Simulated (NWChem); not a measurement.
System: C3H7NSi; SMILES C([SiH3])CC#N

```xyz
12

N      0.9722    -2.4216    -0.0436
C      0.0746    -1.7104     0.1235
C     -1.0522    -0.8027     0.3207
C     -0.9193     0.5220    -0.4425
Si     0.5388     1.6307     0.0523
H     -1.9656    -1.3393     0.0133
H     -1.1525    -0.6231     1.4046
H     -1.8430     1.1044    -0.2897
H     -0.8561     0.3272    -1.5260
H      0.4705     1.9179     1.5192
H      0.4358     2.9167    -0.7014
H      1.8447     0.9782    -0.2563
```
Atoms are numbered in this order, from 1.

Computed with NWChem. Pople sets run with spherical d functions. Geometry: optimised at PBE0/def2-SVP. No frequency run checked for a minimum. Atomic charges in e: unrestrained fits to the electrostatic potential beside Mulliken populations; buried atoms are poorly determined by the fit.

For level B3LYP/def2-SVP:

Mulliken N1: 0.05
Mulliken C2: -0.28
Mulliken C3: 0.08
Mulliken C4: -0.22
ESP Si5: 0.37
Mulliken Si5: 0.41

### Question
Estimate the same quantities for level Hartree-Fock/6-31G*.

### Answer
- Mulliken N1: -0.40
- Mulliken C2: 0.26
- Mulliken C3: -0.38
- Mulliken C4: -0.62
- ESP Si5: 0.50
- Mulliken Si5: 0.69
